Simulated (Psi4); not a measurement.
Psi4 was given this input:
```
memory 2 GB

molecule mol {
0 1
C     0.019689    0.006314    0.498892
F    -0.039942    1.084530   -0.301457
F     0.017147   -1.091841   -0.276164
H    -0.872978   -0.009661    1.139088
H     0.960006    0.037573    1.066152
}

set {
  basis 6-31g**
  reference rks
}

energy('svwn')
print_variables()
```

Predict the nuclear repulsion energy from SVWN/6-31G** (Psi4).

77.8401 Eh

What is the computed number of basis functions (SVWN/6-31G**)?

55

Give the total energy at the level SVWN/6-31G**.

-237.8531 Eh

What is the computed dipole moment (SVWN/6-31G**)?

1.56 D
